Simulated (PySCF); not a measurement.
**Correlation energy of Be⁺ (beryllium, charge +1)**

[He] 3d1, 2D determinant (an excited configuration). Computed with PySCF 2.14 in dyall-acv3z (15s9p4d2f, 76 functions), with the non-relativistic Hamiltonian (point nucleus). Frozen: nothing; 3 electrons correlated; the 5 highest virtual orbitals of each spin left out.

| level | correlation energy (mhartree) |
| --- | --- |
| CCSD | -41.97 |
| (T) | 0.00 |
| CCSD(T) | -41.97 |

Diagnostics: T1 = 0.00048, D1 = 0.0011, largest double amplitude 0.009.

Q: Is a single reference adequate?

A: Yes: T1 lies below 0.03 and no double amplitude reaches 0.07.
